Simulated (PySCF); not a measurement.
A species of formula C4H8BP has this rotational fingerprint, computed with PBE0-D3(BJ)/def2-SVP geometry optimisation, gas phase in PySCF 2.14.0:

```
Rotational constants : A = 7485, B = 1101, C = 966.2 MHz
Dipole components    : |μa| = 1.84 D, |μb| = 0.28 D, |μc| = 0.77 D
Inertial defect      : -3.53 u·Å²
κ                    : -0.96
```

Question: Which candidate fits, each taken in the one conformer that was computed?
A. `[CH2:1]=[CH:2]/[CH:3]=[CH:4]/[BH:5][PH2:6]` with C1–C2–C3–C4 179°, C3–C4–B5–P6 -9°, C4–B5–P6–H -145° and -45°
B. `[CH:1]#[C:2]/[CH:3]=[CH:4]\[BH2-:5][PH3+:6]` with C3–C4–B5–P6 -69°

Answer: A. It is C=C/C=C/BP, a near-prolate asymmetric top. The candidates at the same level (rigid rotor, commonest isotopes):

| SMILES | A (MHz) | B (MHz) | C (MHz) | μa (D) | μb (D) | μc (D) | Δ (u·Å²) | point group | rotor |
| --- | --- | --- | --- | --- | --- | --- | --- | --- | --- |
| C=C/C=C/BP | 7485 | 1101 | 966.2 | 1.84 | 0.28 | 0.77 | -3.53 | – | near-prolate asymmetric top |
| C#C/C=C\[BH2-][PH3+] | 3955 | 1911 | 1444 | 2.13 | 2.59 | 2.21 | -42.35 | C1 | asymmetric top |

`C#C/C=C\[BH2-][PH3+]` has B 74 % too high. No structure here is proved a minimum.
